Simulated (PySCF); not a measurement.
C₂H₈Zr, SMILES [CH3][ZrH2][CH3], multiplicity 1. Coordinates come from a PBE-D3(BJ)/def2-SVP optimisation. The multiplicity is an assumed one; no other spin state was optimised. The structure was generated by enumeration; whether it is a known compound was not checked. The def2 effective core potentials stand for the cores of Zr; spin–orbit coupling is left out.

Give the equilibrium geometry at PBE-D3(BJ)/def2-SVP (PySCF confirms it by a frequency run) as Cartesian coordinates in Å, and its point group. (Estimate from the structure and the level; the computed values follow.)

point group C2v.
```xyz
11

Zr     0.0000     0.0000    -0.3587
C      1.7968     0.0000     0.8894
H      2.3996    -0.9020     0.6272
H      1.6243     0.0000     1.9875
H      2.3996     0.9020     0.6272
C     -1.7968     0.0000     0.8894
H     -2.3996     0.9020     0.6272
H     -1.6243     0.0000     1.9875
H     -2.3996    -0.9020     0.6272
H      0.0000     1.5552    -1.4037
H      0.0000    -1.5552    -1.4037
```
Charge 0, spin multiplicity 1.
